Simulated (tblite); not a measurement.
C7H9O (doublet state).
Z-matrix (Å and degrees, GFN2-xTB geometry), rows numbered from 1:
```
C 
C   1  1.3234
C   2  1.4778  1  125.84
C   3  1.5126  2  116.87  1     2.10
C   3  1.4542  2  118.97  1   155.37
C   5  1.4697  3   65.78  2    98.83
C   6  1.4664  3  121.67  5  -107.63
O   7  1.2071  6  126.11  3    39.89
H   1  1.0765  2  120.96  3  -179.12
H   1  1.0756  2  123.00  3     0.40
H   2  1.0824  1  119.65  3   179.21
H   4  1.0885  3  110.19  2   -57.13
H   4  1.0880  3  109.79  2    63.04
H   4  1.0866  3  110.39  2  -176.87
H   5  1.0711  3  128.35  6   118.40
H   6  1.0833  3  113.40  5   110.06
H   7  1.1081  6  113.30  3  -140.85
```

The geometry is computed with GFN2-xTB (gas phase). This method treats the open shell by occupation alone, without spin polarisation.

Take the most abundant isotopes and a rigid rotor. The values belong to one conformer with, in the numbering `[CH2:1]=[CH:2][C@@:3]1([CH3:4])[CH:5][C@@H:6]1[CH:7]=[O:8]`, C1–C2–C3–C4 2°, C5–C6–C7–O8 -27°.

Problem. What are A, B and C (GHz)?

Solution. Ia = 115.05, Ib = 370.68, Ic = 405.34 u·Å²; 505379 MHz·u·Å²/I gives 4393, 1363 and 1247 MHz, that is A = 4.3926, B = 1.3634, C = 1.2468 GHz.

Problem. Classify the top.

Solution. A near-prolate asymmetric top; Ray's κ = -0.926.

Problem. What does the inertial defect say?

Solution. Not planar: Δ = Ic − Ia − Ib = -80.39 u·Å². For a rigid frame Δ = −2 Σ m c², so Σ m c² = 40.20 u·Å² lies off the ab plane: 10.09 from hydrogen and 30.11 from heavier atoms. The atom farthest from that plane is 2.02 Å away.

Problem. Give the other two planar moments, Paa and Pbb, and the rms extents of the mass along the axes.

Solution. Paa = Σ m a² = (Ib + Ic − Ia)/2 = 330.48 and Pbb = Σ m b² = (Ia + Ic − Ib)/2 = 74.86 u·Å². With the mass M = 109.07 u, the rms extents √(P/M) along a, b and c are 1.74, 0.83, 0.61 Å.

For this open shell read J as N, the rotation without spin; fine and hyperfine splittings come on top. Its GFN2-xTB frequencies are all real (lowest 74 cm⁻¹). Constants of a rigid frame at the computed geometry: no zero-point averaging, no centrifugal distortion.
